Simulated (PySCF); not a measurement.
Ga(H)2(Et) (C2H7Ga), SMILES [GaH2][CH2]C.

Geometry: B3LYP-D3(BJ)/def2-SVP. The structure was generated by enumeration; whether it is a known compound was not checked.

Two levels are set side by side: PBE/def2-TZVPD (PySCF) and ωB97X/def2-TZVPD (PySCF). Same geometry, gas phase. Differences are taken from unrounded values.

| quantity | PBE |
|---|---|
| orbital gap (eV) | 4.11 |
| highest occupied level (eV) | -6.33 |
| lowest empty level (eV) | -2.22 |
| dipole moment (D) | 0.80 |
| mean polarisability (bohr³) | 60.9 |

These are the PBE values. What does ωB97X give? (Estimate from the structure and the level; the computed values follow.)


```json
[
 {"quantity": "orbital gap (eV)", "ωB97X": "10.30", "PBE minus ωB97X": "-6.20"},
 {"quantity": "highest occupied level (eV)", "ωB97X": "-9.84", "PBE minus ωB97X": "3.51"},
 {"quantity": "lowest empty level (eV)", "ωB97X": "0.47", "PBE minus ωB97X": "-2.69"},
 {"quantity": "dipole moment (D)", "ωB97X": "0.72", "PBE minus ωB97X": "0.08"},
 {"quantity": "mean polarisability (bohr³)", "ωB97X": "57.4", "PBE minus ωB97X": "3.5"}
]
```

PBE's occupied levels lie high since its potential decays too fast outside the molecule; exact exchange lowers them and widens the gap. Loosely held outer electrons make PBE densities more polarisable. Differences between two approximate levels are no errors against the true value.

Rough cost on one machine, each run with all the roots and properties that it gave: ωB97X against PBE within a factor of 2.
